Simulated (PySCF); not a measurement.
# Gas-phase XPS of `[CH3][Ge]([CH3])([CH3])[CH3]`, computed

Species: C4H12Ge.
Numbering: `[CH3:1][Ge:2]([CH3:3])([CH3:4])[CH3:5]`

Structure used (PBE0-D3(BJ)/def2-SVP), in Å, numbered top down from 1:
```xyz
17
C4H12Ge angstrom
C     -0.2623   -1.0373   -1.6333
Ge    -0.0020    0.0039    0.0035
C     -0.0917    1.9133   -0.4188
C     -1.4046   -0.4531    1.2903
C      1.7491   -0.4155    0.7719
H     -1.2393   -0.8124   -2.0873
H     -0.2245   -2.1162   -1.4182
H      0.5204   -0.8069   -2.3718
H      0.0433    2.5215    0.4885
H     -1.0663    2.1689   -0.8618
H      0.6950    2.1893   -1.1373
H     -2.4001   -0.2280    0.8785
H     -1.3699   -1.5250    1.5379
H     -1.2819    0.1182    2.2230
H      1.8238   -1.4880    1.0076
H      2.5556   -0.1614    0.0674
H      1.9129    0.1522    1.7004
```

Computed with PySCF 2.14.0, delta-SCF UKS SCAN, pcX-2 on the ionised atom, pcseg-1 elsewhere, spin-free X2C. These are vertical core ionisation energies against the vacuum level, from separate self-consistent calculations with and without the core hole.

List the computed XPS lines with their assignment.

```
    atom(s)   bonded to  level  binding energy (eV)  count
C1/C3/C4/C5  3 H and Ge   C 1s               289.79      4
```

Which photon energy gives electrons from C 1s of C1/C3/C4/C5 a kinetic energy of 200 eV, and what is their de Broglie wavelength?

hν = 289.79 + 200 = 489.79 eV, recoil neglected; λ = 12.264 Å/√(E/eV) = 0.87 Å.

Express the binding energy of C 1s of C1/C3/C4/C5 in atomic units and per mole.

289.79 eV = 10.6496 Eh = 27960 kJ/mol.

The first atom of each set that the bonding makes equivalent was ionised and stands for the set. No level of germanium is listed. Geometry: PBE0-D3(BJ)/def2-SVP; no solvent, vibrations or thermal averaging.

Time: 12 s of wall time; peak memory 0.41 GiB. Hardware: one thread of an Arm Neoverse V2, shared host with 96 logical CPUs at a one-minute load of 30.
